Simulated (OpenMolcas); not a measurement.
C2H7BO (SMILES CCBO): methods side by side

C2H7BO: 11 atoms, total charge 0, spin state singlet. SMILES: `CCBO`. The shape is that of a PBE0-D4/def2-TZVP optimisation. This is one conformer, not always the lowest.

| atom | x (Å) | y (Å) | z (Å) |
| --- | --- | --- | --- |
| C | -0.5562 | 1.3140 | 0.1941 |
| C | -0.1481 | -0.1264 | 0.4987 |
| B | 0.8442 | -0.7497 | -0.5450 |
| O | 0.7752 | -2.0346 | -0.9682 |
| H | -1.1236 | 1.3786 | -0.7379 |
| H | -1.1781 | 1.7372 | 0.9863 |
| H | 0.3223 | 1.9540 | 0.0824 |
| H | -1.0373 | -0.7547 | 0.6403 |
| H | 0.3803 | -0.1477 | 1.4643 |
| H | 1.7483 | -0.1083 | -1.0100 |
| H | 0.0385 | -2.5195 | -0.5844 |

Quantity: the energy change with the C1–H7 bond stretched from 1.093 to 1.420 Å, in eV. The values are calculated.

```csv
level,kind,program,value (eV),less CCSD(T)/def2-SVP,CPU time (all runs)
SVWN5/def2-SVP (restricted),LDA,OpenMolcas,0.87,-0.09,55 s
BLYP/def2-SVP (restricted),GGA,OpenMolcas,0.85,-0.11,77 s
revPBE/def2-SVP (restricted),GGA,OpenMolcas,0.87,-0.09,80 s
r2SCAN/def2-SVP (restricted),meta-GGA,OpenMolcas,0.95,-0.01,1.8 min
PBE0/def2-SVP (restricted),global hybrid,OpenMolcas,0.98,+0.02,70 s
B2PLYP/def2-SVP (restricted),double hybrid,OpenMolcas,0.98,+0.02,61 s
MP2/def2-SVP (restricted),perturbation theory,OpenMolcas,1.02,+0.06,13 s
CCSD(T)/def2-SVP (restricted),coupled cluster or CI,OpenMolcas,0.96,0.00,2.6 min
```

Differences are taken from CCSD(T)/def2-SVP (restricted) for orientation; it has basis-set and higher-order errors of its own. The first shape isn't each level's own minimum. The values span 0.85 to 1.02 eV. CPU times are rough (shared hosts, several kinds of processor): they show what a rung costs within a factor of a few.
